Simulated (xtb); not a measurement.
xtb input (GFN2-xTB):

```bash
xtb mol.xyz --gfn 2 --sp --chrg 0 --uhf 0
```
mol.xyz:
```
13

Si     0.61935316     0.46212061    -0.57052407
C      1.51416847    -1.11421103    -0.97240502
Cl     1.26329595     1.06153152     1.32309460
N     -1.08618141     0.26701410    -0.62362124
Si    -2.07521077    -0.99552362     0.03929347
H      0.96705326     1.57152350    -1.47993301
H      1.23353817    -1.46902457    -1.96618125
H      2.59239229    -0.94845496    -0.95259491
H      1.28110662    -1.89540442    -0.24805331
H     -1.58565179     1.10407908    -0.89585898
H     -2.82389633    -0.55106991     1.23912306
H     -1.17752912    -2.10960771     0.40975051
H     -3.06277834    -1.46426729    -0.96185291
```

End of the output:

```
         :::::::::::::::::::::::::::::::::::::::::::::::::::::
         ::                     SUMMARY                     ::
         :::::::::::::::::::::::::::::::::::::::::::::::::::::
         :: total energy             -17.238429375307 Eh    ::
         :: gradient norm              0.037701142552 Eh/a0 ::
         :: HOMO-LUMO gap              5.440753321684 eV    ::
         ::.................................................::
         :: SCC energy               -17.390630393307 Eh    ::
         :: -> isotropic ES            0.046819360288 Eh    ::
         :: -> anisotropic ES          0.005198383833 Eh    ::
         :: -> anisotropic XC          0.005598231616 Eh    ::
         :: -> dispersion             -0.010001445572 Eh    ::
         :: repulsion energy           0.152201018000 Eh    ::
         :: add. restraining           0.000000000000 Eh    ::
         :: total charge               0.000000000000 e     ::
         :::::::::::::::::::::::::::::::::::::::::::::::::::::

           -------------------------------------------------
          |                Property Printout                |
           -------------------------------------------------

    * Orbital Energies and Occupations

         #    Occupation            Energy/Eh            Energy/eV
      -------------------------------------------------------------
         1        2.0000           -1.0371937             -28.2235
       ...           ...                  ...                  ...
         4        2.0000           -0.5803092             -15.7910
         5        2.0000           -0.5558595             -15.1257
         6        2.0000           -0.4940618             -13.4441
         7        2.0000           -0.4792962             -13.0423
         8        2.0000           -0.4752314             -12.9317
         9        2.0000           -0.4523387             -12.3088
        10        2.0000           -0.4464816             -12.1494
        11        2.0000           -0.4349756             -11.8363
        12        2.0000           -0.4312676             -11.7354
        13        2.0000           -0.4260476             -11.5933
        14        2.0000           -0.4171334             -11.3508
        15        2.0000           -0.4092638             -11.1366
        16        2.0000           -0.3938268             -10.7166 (HOMO)
        17                         -0.1938827              -5.2758 (LUMO)
        18                         -0.1820609              -4.9541
        19                         -0.1706427              -4.6434
        20                         -0.1592158              -4.3325
        21                         -0.1449896              -3.9454
        22                         -0.1340849              -3.6486
        23                         -0.0674610              -1.8357
        24                         -0.0540157              -1.4698
        25                         -0.0137606              -0.3744
        26                         -0.0051695              -0.1407
        27                          0.0215722               0.5870
       ...                                ...                  ...
        43                          0.7736202              21.0513
      -------------------------------------------------------------
                  HL-Gap            0.1999440 Eh            5.4408 eV
             Fermi-level           -0.2938547 Eh           -7.9962 eV

     #   Z          covCN         q      C6AA      α(0)
     1  14 Si       3.506     0.548    99.153    19.256
     2   6 C        3.653    -0.201    24.815     7.153
     3  17 Cl       0.801    -0.297   108.535    15.937
     4   7 N        2.500    -0.429    31.255     8.302
     5  14 Si       3.648     0.493    97.708    18.953
     6   1 H        0.915    -0.074     4.721     3.399
     7   1 H        0.924     0.036     2.501     2.473
     8   1 H        0.924     0.040     2.452     2.449
     9   1 H        0.925     0.045     2.379     2.412
    10   1 H        0.862     0.148     1.412     1.861
    11   1 H        0.913    -0.100     5.571     3.692
    12   1 H        0.914    -0.105     5.763     3.755
    13   1 H        0.913    -0.105     5.728     3.744

 Mol. C6AA /au·bohr⁶  :       3094.328845
 Mol. C8AA /au·bohr⁸  :     114437.236295
 Mol. α(0) /au        :         93.384723

Wiberg/Mayer (AO) data.
largest (>0.10) Wiberg bond orders for each atom

 ---------------------------------------------------------------------------
     #   Z sym  total        # sym  WBO       # sym  WBO       # sym  WBO
 ---------------------------------------------------------------------------
     1  14 Si   3.896 --     4 N    1.082     3 Cl   0.998     2 C    0.903
                             6 H    0.869
     2   6 C    3.986 --     7 H    0.991     8 H    0.990     9 H    0.982
                             1 Si   0.903
     3  17 Cl   1.130 --     1 Si   0.998
     4   7 N    3.291 --     1 Si   1.082     5 Si   1.027    10 H    0.965
     5  14 Si   3.722 --     4 N    1.027    12 H    0.894    11 H    0.888
                            13 H    0.886
     6   1 H    0.995 --     1 Si   0.869
     7   1 H    0.999 --     2 C    0.991
     8   1 H    0.998 --     2 C    0.990
     9   1 H    0.998 --     2 C    0.982
    10   1 H    0.978 --     4 N    0.965
    11   1 H    0.990 --     5 Si   0.888
    12   1 H    0.989 --     5 Si   0.894
    13   1 H    0.988 --     5 Si   0.886
 ---------------------------------------------------------------------------

Topologies differ in total number of bonds
Writing topology from bond orders to xtbtopo.mol

molecular dipole:
                 x           y           z       tot (Debye)
 q only:       -0.511      -0.268      -0.821
   full:       -0.421      -0.249      -0.892       2.585
molecular quadrupole (traceless):
                xx          xy          yy          xz          yz          zz
 q only:        1.114      -1.562       0.440      -2.768      -2.832      -1.554
Note: The following floating-point exceptions are signalling: IEEE_UNDERFLOW_FLAG IEEE_DENORMAL
normal termination of xtb
  q+dip:        0.591      -4.431       0.828      -2.892      -3.277      -1.419
   full:        1.139      -4.126       1.107      -3.076      -3.225      -2.246

           -------------------------------------------------
          | TOTAL ENERGY              -17.238429375307 Eh   |
          | GRADIENT NORM               0.037701142552 Eh/α |
          | HOMO-LUMO GAP               5.440753321684 eV   |
           -------------------------------------------------

------------------------------------------------------------------------
------------------------------------------------------------------------
 total:
 SCF:
```
